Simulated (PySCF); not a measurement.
Removal energies of Cr⁶⁺ from EOM-IP-GCCSD

Reference: closed-shell Cr⁶⁺, [Ar]; one electron is removed. Calculated with PySCF 2.14, two-component X2C-1e with screened spin-orbit coupling, an uncontracted even-tempered set (20 s from 0.071 bohr⁻², ratio 2.6; 14 p from 0.093 bohr⁻², ratio 2.6; 7 d from 0.095 bohr⁻², ratio 2.8; 3 f from 4.9 bohr⁻², ratio 2.8); frozen [Ne]; the 58 highest virtual spinors dropped; of the others 56 kept and the rest restored at second order. No Breit or QED terms. Binding energies in eV.

```tsv
level	Koopmans	second order	EOM-CCSD
3s1/2	198.18	191.78	190.43
3p1/2	161.43	161.21	161.30
3p3/2	160.11	159.93	160.02
```

In EOM-CCSD the overlap with the one-orbital guess is low for 3s1/2 (weight 0.79). That can mean mixing with two-hole, one-particle states, where second order and EOM-CCSD lose accuracy, or only a rotation among the degenerate components of the shell; the terms of those configurations are not listed.

For comparison, the ionisation energy of Cr⁶⁺ is 160.29 ± 0.06 eV (semi-empirical (NIST evaluation); NIST Atomic Spectra Database, ionization energies).

The screened spin-orbit operator tends to give fine-structure splittings of light species too large.
